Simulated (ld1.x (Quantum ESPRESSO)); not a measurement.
**Before and after: TM potential for caesium**

Cs (Z = 55), norm-conserving Troullier–Martins (Kleinman–Bylander form), made with ld1.x (Quantum ESPRESSO) 7.5 (PBE, fully relativistic). Core [Kr] 4d10, reference 5s2 5p6 5d0.5 6s0.5 6p0. Waves: 5s (bound): rc 2.70 bohr; 5p (bound): rc 2.80 bohr; 5d (bound): rc 4.20 bohr; 4f channel at 0.25 Ry: rc 3.65 bohr. Local part: all-electron potential smoothed inside 2.55 bohr (lloc = -1). Core correction: none.

Open shells are filled in proportion to 2j + 1 (rel_dist='average').

Occupied shells without a wave of their own: 6s. They enter only through the test configuration that unscreens the potential.

Change: functional LDA (PZ).

Cutoffs: the cutoffs (Ry, on a coarse ladder) from which the occupation-weighted sum of valence levels, in a spherical-Bessel basis at the reference potential, stays within 10 and 1 mRy of its value at 400 Ry; they do not see the model core or the augmentation charge, which bear on the density cutoff. Errors are all-electron minus pseudo energies relative to the spin-unpolarised reference configuration.

Task: What does the change do?

Result: The potential gets neither clearly harder nor softer (15 Ry and 25 Ry → 15 Ry and 25 Ry); of the 7 tests that both files solve, the error grows in 0 and shrinks in 6 by more than 15 % and 0.3 meV (median size 28.6 → 19.9 meV); the range in which the d5/2 phases agree narrows (upper end 3.9 → 1.1); neither file shows a bound ghost.

| quantity | base | changed |
| --- | --- | --- |
| cutoff, loose | 15 Ry | 15 Ry |
| cutoff, tight | 25 Ry | 25 Ry |
| bound ghosts | none | none |
| largest miss of a reference level, eV | 0.06 | 0.04 |
| error for 5s2 5p6 5d0 6s1 6p0, meV [ΔE -0.84 → -0.87 eV] | +28 | +19 |
| error for 5s2 5p6 5d0 6s0 6p0, meV [ΔE 3.02 → 3.13 eV] | -49 | -33 |
| error for 5s2 5p6 5d0 6s0.5 6p0, meV [ΔE 0.63 → 0.69 eV] | +0.4 | +0.7 |
| error for 5s2 5p5 5d0 6s1 6p0, meV [ΔE 17.07 → 17.17 eV] | +107 | +85 |
| error for 5s2 5p6 5d0 6s0 6p1, meV [ΔE 0.53 → 0.61 eV] | -28 | -20 |
| error for 5s1 5p6 5d0 6s1 6p0, meV [ΔE 30.81 → 30.99 eV] | +93 | +58 |
| error for 5s2 5p6 5d1 6s0 6p0, meV [ΔE 0.83 → 0.85 eV] | -29 | -19 |
| s: phases at 4.53 bohr within 0.05 rad from the reference energy up to (Ry; the scan ends near 5) | -0.2 | -0.2 |
| p1/2: phases at 4.53 bohr within 0.05 rad from the reference energy up to (Ry; the scan ends near 5) | 2.2 | 2.3 |
| p3/2: phases at 4.53 bohr within 0.05 rad from the reference energy up to (Ry; the scan ends near 5) | 2.2 | 2.2 |
| d3/2: phases at 4.53 bohr within 0.05 rad from the reference energy up to (Ry; the scan ends near 5) | 1.1 | 1.1 |
| d5/2: phases at 4.53 bohr within 0.05 rad from the reference energy up to (Ry; the scan ends near 5) | 3.9 | 1.1 |
| f5/2: phases at 4.53 bohr within 0.05 rad from the reference energy up to (Ry; the scan ends near 5) | 0.4 | 0.4 |
| f7/2: phases at 4.53 bohr within 0.05 rad from the reference energy up to (Ry; the scan ends near 5) | 0.4 | 0.4 |
